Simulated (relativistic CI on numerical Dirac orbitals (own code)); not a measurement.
# What each ingredient does to the levels of Au67+

Base calculation: Dirac-Coulomb-Breit CI, orbitals from a KLI potential per configuration, QED by a radiative potential, unscaled Slater integrals.

CI space (outside the closed core [Ne]): 3s2, 3s 3p, 3p2, 3s 3d, 3d2, 3p 3d, 3p 4s, 3d 4s, 3s 4s, 3s 4p, 3s 4d, 3s 4f, 3s 5s, 3s 5p, 3s 5d, 4s2. Levels of other configurations are missing.

Variants: (1) valence Slater integrals scaled by 0.9; (2) one mean potential for all configurations. Shifts of the energy above 3s2 1S_0, in eV, for the lowest level and the first level of each name with at least 55 % of one term (blank where a level changes its place among those of its configuration and J or its character, or is not in the variant):

| Level | Base | Δ(1) | Δ(2) |
| --- | --- | --- | --- |
| 3s2 1S_0 | 0.00 | 0.00 | 0.00 |
| 3s 3p 3P°_0 | 155.17 | +0.84 | +0.20 |
| 3s 3p 3P°_1 | 172.76 | -0.77 | +0.21 |
| 3p2 3P_0 | 370.49 | -1.45 | +0.45 |
| 3s 3p 3P°_2 | 659.61 | +0.91 | +0.20 |
| 3s 3p 1P°_1 | 700.57 | -3.08 | +0.21 |
| 3p2 3P_1 | 859.11 | +0.21 | +0.42 |
| 3s 3d 3D_1 | 892.19 | -0.19 | +0.05 |
| 3s 3d 3D_2 | 908.16 | -1.91 | +0.11 |
| 3s 3d 3D_3 | 1004.83 | -0.16 | +0.04 |
| 3s 3d 1D_2 | 1023.76 | -2.38 | +0.05 |
| 3p 3d 3F°_2 | 1059.16 | +1.30 | +0.34 |
| 3p2 3P_2 | 1371.21 | -0.61 | +0.39 |
| 3p2 1S_0 | 1392.50 | -2.42 | +0.40 |
| 3p 3d 3P°_0 | 1589.54 | -1.26 | +0.29 |
| 3p 3d 3P°_1 | 1590.07 | -1.37 | +0.28 |
| 3p 3d 3F°_4 | 1678.31 | +1.08 | +0.26 |
| 3p 3d 3D°_3 | 1711.41 | -2.38 | +0.24 |
| 3p 3d 1P°_1 | 1725.67 | -3.77 | +0.25 |
| 3d2 3F_2 | 1799.55 | -0.15 | +0.27 |
| 3d2 3P_0 | 1829.22 | -2.96 | +0.31 |
| 3d2 3F_3 | 1907.40 | +0.32 | +0.20 |

At this charge energies of transitions that change n are usually good to better than 1 %, and those within a shell (Δn = 0) to a few per cent.

Ionisation energy from the two ground configurations alone: base 8209.83 eV. The NIST ASD value (theoretical) is 8210 eV.

LS names give the leading component of a level, which can be under half, so a name can repeat, a term be missing and a line seem to break the LS rules.
